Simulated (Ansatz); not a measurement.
Saddle point of GaSiH₅O, singlet (GaSiH₅O ([OH][GaH][SiH3]) → GaHO ([O][GaH]) + SiH₄; bonds formed: Si2–H4; bonds broken: Ga1–Si2, O3–H4), PBE0-D4/def2-TZVP structure:

| atom | x (Å) | y (Å) | z (Å) |
| --- | --- | --- | --- |
| Ga1 | -1.4855 | 0.9266 | 0.0836 |
| Si2 | 0.9702 | -0.5729 | 0.0096 |
| O3 | -1.7263 | 0.2353 | -1.4457 |
| H4 | -0.4664 | -0.2573 | -0.9637 |
| H5 | -1.5756 | 1.6996 | 1.4059 |
| H6 | 2.1771 | -0.1672 | -0.7599 |
| H7 | 1.0457 | -2.0202 | 0.3459 |
| H8 | 1.0610 | 0.1560 | 1.3242 |

Energies are electronic, without zero-point energy. Barriers and step energies count from the start structure reached by relaxing down the imaginary mode; all methods use the PBE0-D4 structures, on which another method's saddle can fall below an end. Program: Ansatz 0.2.0. Basis: def2-TZVPP, with def2-QZVPP for the basis limit. Cores are frozen in the correlated methods. Filled d shells of the heavier atoms are correlated. The def2 sets are not built for correlating such inner shells, so the correlated values are less sure here. B3LYP uses VWN-RPA correlation. Extrapolation: Hartree–Fock as exp(−7.88 √X), correlation as X^−2.97.

```
      method  barrier (kJ/mol)  step energy (kJ/mol)
       SPW92             259.8                 192.2
      PBE-D4             266.6                 178.5
     BLYP-D4             270.3                 160.3
   r2SCAN-D4             290.3                 190.1
      B97M-V             299.5                 189.9
     PBE0-D4             304.0                 207.6
    B3LYP-D4             301.2                 186.5
  r2SCAN0-D4             317.9                 213.3
    BHLYP-D4             342.5                 216.5
CAM-B3LYP-D4                 ?                 198.2
     wB97X-V                 ?                 203.9
     wB97M-V             315.8                 199.2
      B2PLYP             298.4                 178.2
    PBE-QIDH             315.6                 206.1
  RPA on PBE                 ?                 175.0
          HF             398.2                 244.3
         MP2             295.3                 174.2
        CCSD             329.8                 204.3
     CCSD(T)             309.4                 189.8
```

Problem. Fill in the withheld barriers. (To be estimated.)

Solution. By the calculation: CAM-B3LYP-D4 316.7; RPA on PBE 298.2; wB97X-V 321.0 kJ/mol. Each is the energy of the saddle less that of the start structure, by the same method.

For comparison, the barrier by CCSD(T) at an estimated basis limit (MP2 extrapolated from triple and quadruple zeta, plus CCSD(T) − MP2 in triple zeta) is 311.1 kJ/mol.

T1 diagnostic: at most 0.026. The T1 diagnostic is large here, which may signal multireference character or strong orbital relaxation, so CCSD(T) is less sure.

Labels in which every atom is bracketed show which atoms are joined, not bond orders.

For scale, one of the runs: CCSD(T)/def2-TZVPP, 191 basis functions, launched by `ansatz run in.yaml --threads 4 --pin off --events-out ev --progress --plain --max-ram 9574MiB`. The run took 55 s on 4 CPU threads of an Intel Xeon (shared host), with 2 GiB of host memory at its peak.
